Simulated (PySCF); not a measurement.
## Löwdin shares of the frontier orbitals

Species: C3H8O3SSi.
Numbering: `[O:1]=[S:2](=[O:3])([OH:4])[CH:5]1[CH2:6][SiH2:7][CH2:8]1` (hydrogens: H9 on O4; H10 on C5; H11, H12 on C6; H13, H14 on Si7; H15, H16 on C8)

Geometry (PBE0-D3(BJ)/def2-SVP, Å), atoms numbered from 1 in this order:
```xyz
16
C3H8O3SSi angstrom
O     -0.9180   -1.4507    1.4513
S     -1.4682   -0.7526    0.3074
O     -2.1136   -1.4635   -0.7843
O     -2.5532    0.3152    0.8807
C     -0.2049    0.3303   -0.3439
C      0.9890   -0.5503   -0.8060
Si     1.8967   -0.0544    0.7965
C      0.4356    1.1703    0.7891
H     -3.3133    0.2883    0.2797
H     -0.7128    0.8950   -1.1421
H      1.4587   -0.1107   -1.6986
H      0.7412   -1.5964   -1.0350
H      1.9554   -1.0554    1.8941
H      3.2499    0.5540    0.6086
H      0.7321    2.1583    0.4051
H     -0.1940    1.3210    1.6763
```

Computed, not measured: TDDFT PBE0/def2-SVPD, vertical, gas phase, core orbitals frozen in the response (PySCF 2.14.0, density-fitted response routines).

Frontier orbitals with the atoms that hold most of them (Löwdin shares over 4%, at most four atoms; ? is withheld):

| orbital | ε (eV) | atoms |
| --- | --- | --- |
| HOMO-3 | -9.25 | O1 36%, O3 34%, O4 7%, S2 5% |
| HOMO-2 | -9.00 | O1 28%, Si7 11%, C5 10%, O3 9% |
| HOMO-1 | -8.79 | ? |
| HOMO | -8.64 | Si7 19%, C8 18%, C5 16%, C6 12% |
| LUMO | ? | ? |
| LUMO+1 | -0.01 | Si7 27%, S2 11%, C6 10%, H14 9% |
| LUMO+2 | 0.37 | S2 13%, C5 10%, H15 10%, Si7 10% |

Problem. Which atoms hold the LUMO, and with what shares?

Solution. S2 (bonded to C and 3 O) 24%; O4 (bonded to S and H) 15%; Si7 (bonded to 2 C and 2 H) 11%; H9 (bonded to O) 10%.

Problem. Give the leading atoms of the HOMO-1.

Solution. C6 (bonded to C, Si and 2 H) 29%; C8 (bonded to C, Si and 2 H) 22%; Si7 (bonded to 2 C and 2 H) 22%; H16 (bonded to C) 4%. By element: carbon 51% or more, silicon 22%, hydrogen 4% or more.

Problem. What is the LUMO energy, and the HOMO–LUMO gap?

Solution. ε(LUMO) = -0.14 eV; the gap is 8.50 eV (0.3122 hartree).

Problem. How does S1 compare with the orbital gap of 8.50 eV?

Solution. S1 is at 7.20 eV (f = 0.010), 1.29 eV below the gap, made of HOMO→LUMO+1 (55%), HOMO→LUMO (40%). Its leading pair isn't HOMO and LUMO; the energies of that pair differ by 8.63 eV. 

Next come S2 at 7.53 eV (f 0.0094), HOMO→LUMO (53%), HOMO→LUMO+1 (39%); S3 at 7.62 eV (f 0.042), HOMO-1→LUMO (74%), HOMO-1→LUMO+1 (12%); S4 at 7.67 eV (f 0.021), HOMO-1→LUMO+1 (38%), HOMO-1→LUMO+2 (18%), HOMO-2→LUMO+1 (14%); S5 at 7.70 eV (f 0.070), HOMO-2→LUMO (44%), HOMO-1→LUMO+1 (35%), HOMO-2→LUMO+1 (12%).

One conformer stands for the species.
